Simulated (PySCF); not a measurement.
SMILES s1cccc1[SiH2]c1sccc1 (C8H8S2Si) (GFN2-xTB optimised geometry):

```
19

C      1.458    -2.495     0.000
C      2.815    -2.495     0.000
S      3.458    -0.902     0.000
C      1.868    -0.206    -0.001
Si     1.668     1.656     0.001
C     -0.164     2.042    -0.051
C     -0.913     2.743     0.848
C     -2.270     2.872     0.486
C     -2.546     2.267    -0.697
S     -1.153     1.534    -1.383
C      0.923    -1.190     0.000
H      0.860    -3.389    -0.001
H      3.484    -3.333     0.000
H      2.336     2.220    -1.178
H      2.215     2.228     1.236
H     -0.496     3.154     1.750
H     -3.004     3.389     1.079
H     -3.484     2.204    -1.213
H     -0.133    -0.982    -0.002
```

Level of theory: PBE0/def2-SVP (PySCF 2.14.0).

Task: What are the frontier orbital energies and the dipole moment?

Result: HOMO-2 -7.26 eV, HOMO-1 -7.03 eV, HOMO -6.89 eV, LUMO -0.74 eV, LUMO+1 -0.58 eV; dipole moment 1.24 D.

Meta-Löwdin charges at PBE0/def2-SVP: C1 -0.14, C2 -0.23, S3 0.25, C4 -0.35, Si5 0.62, C6 -0.35, C7 -0.12, C8 -0.14, C9 -0.23, S10 0.26, C11 -0.12, H12 0.12, H13 0.13, H14 -0.10, H15 -0.10, H16 0.12, H17 0.12, H18 0.13, H19 0.12.
